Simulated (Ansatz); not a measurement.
`N[Si]Br` + dimethylamine → `CN(C)[Si]Br` + NH₃ at 700 K and 1 bar (ligand exchange at the Si–N bond).

Calculated with Ansatz (gas phase, PBE0-D4/def2-TZVP geometries, no zero-point term in ΔE). CCSD(T)/CBS adds triple-zeta CCSD(T) − MP2 to the extrapolated MP2 energy (def2 sets, frozen cores). This one scheme is used for every species. For Br outer-core shells are correlated without core-valence functions, which leaves a few kJ/mol of doubt a bond. Scalar relativity is left out up to krypton. Each species was taken in one conformer, which may not be the lowest.

| species | CCSD(T)/CBS energy (Eh) | H − E (kJ/mol) | S (J/(mol·K)) |
| --- | --- | --- | --- |
| `N[Si]Br` | -2918.35423 | 115.9 | 356.2 |
| `CNC` | -135.00321 | 296.9 | 352.4 |
| `CN(C)[Si]Br` | -2996.85389 | 296.9 | 466.3 |
| NH₃ | -56.50880 | 116.9 | 226.5 |

H − E and S are ideal-gas, rigid-rotor, harmonic terms from PBE0-D4/def2-TZVP, for one conformer and one mirror image of each species. 1 Eh = 2625.50 kJ/mol, R = 8.31446 J/(mol·K).

**Question.** By hand: ΔE, ΔH, ΔS and ΔG.

**Answer.** ΔE = (-2996.85389) + (-56.50880) − (-2918.35423) − (-135.00321) = -0.00525 Eh = -13.8 kJ/mol. Δ(H − E) = 296.9 + 116.9 − 115.9 − 296.9 = 1.0, so ΔH = -12.8 kJ/mol. ΔS = 466.3 + 226.5 − 356.2 − 352.4 = -15.8 J/(mol·K). ΔG = -12.8 − 700 × (-15.8)/1000 = -1.7 kJ/mol.

**Question.** By hand: the equilibrium constant, and the temperature at which ΔG would vanish if ΔH and ΔS stayed fixed.

**Answer.** log₁₀ K = −ΔG/(RT ln 10) = 0.1. ΔG = 0 at ΔH/ΔS = 810 K, though so small a ΔS makes that figure unsure.

TΔS isn't small against ΔH here. The sign of ΔG lies within the doubt. A doubt of 5 kJ/mol in ΔE shifts log₁₀ K by 0.4 here. Other conformers and mirror images would add mixing entropy, several J/(mol·K) or more a flexible species. These are equilibria of isolated gas molecules and say nothing of rates. Largest T1 diagnostic: 0.012 (customary marks: 0.02 for closed shells, 0.045 for open ones).
